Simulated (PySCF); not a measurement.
From one molecule to another.

First species: C₅H₁₅NSi₂.
Geometry (PBE0-D3(BJ)/def2-SVP, Å), atoms numbered from 1 in this order:
```xyz
23
C5H15NSi2 angstrom
C      4.5521   -0.1988   -0.2794
Si     2.9588   -1.1719   -0.0609
C      1.4674   -0.1386   -0.5397
C      0.4659    0.1902    0.2971
Si    -1.0001    1.2398   -0.2097
N     -2.4746    0.3676    0.0708
C     -3.7130    1.0228    0.4021
C     -2.6305   -0.9801   -0.4144
H      4.5535    0.6961    0.3614
H      4.6697    0.1270   -1.3246
H      5.4265   -0.8134   -0.0162
H      2.7879   -1.5986    1.3638
H      3.0125   -2.3996   -0.9191
H      1.4114    0.2344   -1.5748
H      0.5048   -0.1822    1.3322
H     -0.7457    1.6264   -1.6425
H     -1.1040    2.4915    0.6028
H     -4.2744    0.4442    1.1601
H     -4.3839    1.1484   -0.4728
H     -3.5238    2.0218    0.8228
H     -1.6487   -1.4425   -0.5996
H     -3.1564   -1.6106    0.3273
H     -3.2097   -1.0333   -1.3593
```

Second species: C5H15NSi2.
Numbering: `[CH3:1][NH:2][Si@@H:3]1[CH2:4][CH2:5][C@H:6]([CH3:7])[SiH2:8]1` (hydrogens: H9, H10, H11 on C1; H12 on N2; H13 on Si3; H14, H15 on C4; H16, H17 on C5; H18 on C6; H19, H20, H21 on C7; H22, H23 on Si8)

Levels: CAM-B3LYP/def2-SVPD for HOMO energy, LUMO energy, HOMO–LUMO gap and static isotropic polarisability; TDDFT CAM-B3LYP/def2-SVPD for lowest singlet excitation; TDA CAM-B3LYP/def2-SVPD for lowest triplet excitation (Tamm–Dancoff); ΔSCF CAM-B3LYP/def2-SVPD for vertical ionisation energy. Geometries: PBE0-D3(BJ)/def2-SVP. Each structure is a single optimised conformer of the isolated species, non-relativistic unless stated. Electronic properties by PySCF.

Dipoles, sizes and rotational constants follow the conformer. The torsions of the flexible species, by atom-mapped SMILES:
- `[CH3:1][SiH2:2]/[CH:3]=[CH:4]/[SiH2:5][N:6]([CH3:7])[CH3:8]`: C1–Si2–C3–C4 -119°, C3–C4–Si5–N6 123°, C4–Si5–N6–C7 150°

The conformers of `CN[Si@@H]1CC[C@H](C)[SiH2]1` aren't listed.

Values for the first species:

```
HOMO energy                              : -7.63 eV
LUMO energy                              : 0.26 eV
HOMO–LUMO gap                            : 7.89 eV
Lowest singlet excitation                : 5.10 eV
Lowest triplet excitation (Tamm–Dancoff) : 4.05 eV
Static isotropic polarisability          : 127.9 au
Vertical ionisation energy               : 8.18 eV
```

Question: Estimate the same properties for the second species, and the change in each.

Answer: 
| property | first | second | second less first |
| --- | --- | --- | --- |
| HOMO energy | -7.63 eV | -7.88 eV | -0.25 eV |
| LUMO energy | 0.26 eV | 1.15 eV | +0.89 eV |
| HOMO–LUMO gap | 7.89 eV | 9.03 eV | +1.14 eV |
| lowest singlet excitation | 5.10 eV | 5.73 eV | +0.63 eV |
| lowest triplet excitation (Tamm–Dancoff) | 4.05 eV | 5.37 eV | +1.32 eV |
| static isotropic polarisability | 127.9 au | 122.2 au | -5.7 au |
| vertical ionisation energy | 8.18 eV | 8.48 eV | +0.30 eV |

On the first: No computed singlet falls in the visible range (750 to 380 nm, 1.65 to 3.26 eV); S1 lies 1.84 eV above its blue end. The vertical singlet–triplet gap S1 − T1 is 1.05 eV (TDDFT singlet less Tamm–Dancoff triplet; S1: HOMO→LUMO, weight 0.88; T1: HOMO−1→LUMO, weight 0.81).

On the second: S1 lies 3.30 eV below the HOMO–LUMO gap; its leading configuration is HOMO→LUMO, weight 0.87. No computed singlet falls in the visible range (750 to 380 nm, 1.65 to 3.26 eV); S1 lies 2.47 eV above its blue end.
